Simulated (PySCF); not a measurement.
Molecule: (CH3)3CCHF2, C5H10F2.

Atom-mapped SMILES (the numbers label the heavy atoms): `[CH3:1][C:2]([CH3:3])([CH3:4])[CH:5]([F:6])[F:7]`; H(Xn) means a hydrogen on atom n.

Geometry PBE0-D3(BJ)/def2-SVP throughout; GIAO in PySCF 2.14.0 with density-fitted response routines, gas phase, one conformer, non-relativistic; equivalent atoms averaged; functional PBE0.

Problem. How do the absolute shieldings σ depend on the basis set? (ppm; last column core-seconds on shared hosts with different chips, so compare them loosely)

Solution. 
```tsv
basis set	functions	C5	C2	C1/C3/C4	F6/F7	H(C5)	H(C1)/H(C3)/H(C4)	core-s
STO-3G	45	146.8	203.0	210.3	420.8	29.98	31.83	4.4
pcSseg-0	83	59.1	157.1	166.6	337.0	26.96	31.60	6.9
6-31G	83	78.7	164.2	175.1	332.2	27.13	31.48	9.4
6-31G*	118	76.8	160.7	170.9	337.6	26.50	31.00	14
cc-pVDZ	148	77.1	158.5	172.4	336.0	26.12	30.43	16
def2-SVP	148	74.1	160.2	169.9	340.0	26.24	30.50	15
pcSseg-1	169	60.2	148.9	160.3	323.2	25.90	30.32	20
6-311+G(2d,p)	249	64.6	149.2	163.6	320.2	26.18	30.62	38
aug-cc-pVDZ	251	76.6	156.5	172.6	329.2	25.96	30.41	35
def2-TZVP	277	61.4	149.5	162.9	319.5	26.18	30.58	42
```

Problem. Which nucleus moves most, in ppm?

Solution. F6/F7 (fluorine of a CF2 group): from 319.5 ppm with def2-TZVP to 420.8 ppm with STO-3G. The smallest spread is 1.51 ppm, at H(C1)/H(C3)/H(C4). Proton shifts span only some 12 ppm, so a few tenths of a ppm matter as much there as several ppm in carbon.

Problem. Taking the largest basis, def2-TZVP (277 functions), as the yardstick, rank the others by their worst heavy-atom deviation.

Solution. 6-311+G(2d,p) 3.2 ppm (249 functions), pcSseg-1 3.7 ppm (169 functions), aug-cc-pVDZ 15.2 ppm (251 functions), cc-pVDZ 16.5 ppm (148 functions), 6-31G 17.3 ppm (83 functions), pcSseg-0 17.5 ppm (83 functions), 6-31G* 18.1 ppm (118 functions), def2-SVP 20.4 ppm (148 functions), STO-3G 101.2 ppm (45 functions).

A small basis that lands close on one nucleus may do so by chance; judge by the trend and by all nuclei.
